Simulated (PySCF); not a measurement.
Ti(F)4(OH2) (F₄H₂OTi), SMILES [OH2]->[Ti]([F])([F])([F])[F], multiplicity 1. The structure is a stationary point at PBE-D3(BJ)/def2-SVP. The spin state was assumed, not searched.

Calculation: PBE-D3(BJ)/def2-SVP (PySCF).

Harmonic wavenumbers (cm⁻¹): 110, 121, 188, 204, 224, 236, 243, 244, 274, 467, 529, 671, 762, 776, 798, 1567, 3664, 3762. Rotational constants (GHz): 2.912, 2.074, 2.037; symmetry number 1.

### Question
Work out the zero-point energy and the ideal-gas rigid-rotor harmonic-oscillator thermochemistry at 298.15 K and 1 atm.

### Answer
ZPE = ½ Σ hcν = ½ × 14838 cm⁻¹ = 88.75 kJ/mol. H − E(el) = 114.05 kJ/mol. Entropy in J/(mol K): translation 170.54, rotation 115.73, vibration 91.85, total 378.12. G − E(el) = 1.31 kJ/mol. Cp = 125.05 J/(mol K). Modes under 150 cm⁻¹ make the vibrational entropy uncertain.
